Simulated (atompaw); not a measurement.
## PBE PAW (atompaw) dataset for manganese, scalar-relativistic all-electron reference.

```
Element                 : Mn
Generator               : atompaw 4.2.0.5
Type                    : PAW
Functional              : PBE
Relativity              : scalar-relativistic
Frozen core             : [Ar]
Valence charge          : 7
Reference configuration : 3d5 4s1.5 4p0.5
Partial waves           : 4s (bound); 4s channel at 3.7 Ry; 4p (bound); 4p channel at 1.2 Ry; 3d (bound); 3d channel at 0.1 Ry
Local potential         : troulliermartins scheme with l = 3 at 0 Ry, radius 2.80 bohr
Core correction         : smooth core density matched at 2.15 bohr
Augmentation charge     : gaussian compensation charge, radius 2.40 bohr; PAW radius 3.00 bohr; waves and projectors: bloechl
```

Question: Does the generator finish with these settings?

Answer: Yes, a potential is produced.

Question: Estimate the cutoffs (Ry, on a coarse ladder) from which the occupation-weighted sum of valence levels, in a spherical-Bessel basis at the reference potential, stays within 10 and 1 mRy of its value at 400 Ry.

Answer: 21 Ry and 25 Ry.

Question: What does a ghost test show?

Answer: No extra level below or beside the all-electron valence levels (s, p, d, f tested). The logarithmic derivative shows an extra or strongly shifted pseudo pole above the reference energy (p near 0.90 Ry).

Question: Is the overlap operator S = 1 + Σ q|β⟩⟨β| positive definite (Bessel basis up to 400 Ry)?

Answer: Yes: its lowest eigenvalue is 0.05 (p channel).

Question: Which valence shell sets the plane-wave cutoff?

Answer: 3d: its level needs 21 Ry to come within 1 mRy, against 6 Ry for 4s.
